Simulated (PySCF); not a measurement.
An element was calculated at UHF (PySCF 2.14, non-relativistic, a double-zeta basis, no spin-orbit coupling), in the ground configurations that NIST lists.

| Property | Result |
| --- | --- |
| first ionisation energy | 5.550 eV |
| second ionisation energy | 18.460 eV |
| third ionisation energy | 29.107 eV |

Which element is it?

Gallium (Ga, Z = 31), in def2-SVP. NIST lists 5.999, 20.515, 30.726 eV for these ionisation energies.
